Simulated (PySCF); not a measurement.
Spinor energies of Hg⁴²⁺ (mercury, charge +42)

Start: [Kr] 4d2; 4d3/2 filled at m_j = +1/2, +3/2. Calculated with PySCF 2.14 in an even-tempered Gaussian basis (16 s from 5.3 bohr⁻², ratio 2.8; 14 p from 6.9 bohr⁻², ratio 2.8; 9 d from 6.9 bohr⁻², ratio 2.8; 3 f from 25 bohr⁻², ratio 3): generalised Hartree-Fock with the X2C-1e Hamiltonian and a Gaussian nucleus; one run each with spin-orbit coupling (SO) switched off, then screened by Boettger's factors.

```csv
spinor shell,electrons,"ε, spin-free (eV)","ε, screened SO (eV)",weight of nominal j (screened SO),"rms radius, screened SO (bohr)"
1s1/2,2,-85554.7,-85519.4,1.000,0.0187
2s1/2,2,-16950.2,-16938.1,1.000,0.0756
2p1/2,2,-14905.3,-16311.7,1.000,0.0639
2p3/2,4,-14905.3,-14354.2,1.000,0.0720
3s1/2,2,-5544.5,-5539.8,1.000,0.191
3p1/2,2,-4939.3,-5262.2,1.000,0.182
3p3/2,4,-4939.3,-4808.5,1.000,0.198
3d3/2,4,-4306.8,-4364.4,1.000,0.173
3d5/2,6,-4306.8,-4263.7,1.000,0.177
4s1/2,2,-2495.6,-2493.7,1.000,0.400
4p1/2,2,-2269.0,-2376.4,1.000,0.397
4d3/2,2,-2040.3,-2055.7,0.998,0.404
```

Problem. Where does 4p3/2 lie, and what is the 4p spin-orbit splitting (screened SO)?

Solution. At -2224.6 eV, 151.81 eV above 4p1/2.

```csv
quantity,spin-free,screened SO
E (hartree),-18465.18669,-18498.76471
M_J,2,2
⟨J²⟩,8.001,6.011
⟨L²⟩,12.001,10.205
⟨S²⟩,2.000,1.600
```

Each row is a mean over spinors that exchange with the open shell spreads, by up to 18.727 eV (4p1/2).

Breit and QED terms are absent; they matter most for the inner s and p1/2 levels.

Densities and radii are taken from the X2C orbitals without a picture-change correction, which distorts them close to the nucleus.

Without spin-orbit coupling the j labels of p, d and f shells carry no meaning; the spin-free column gives the mean over the occupied spinors of each nl shell, and its ⟨J²⟩ belongs to a mixture of degenerate components.
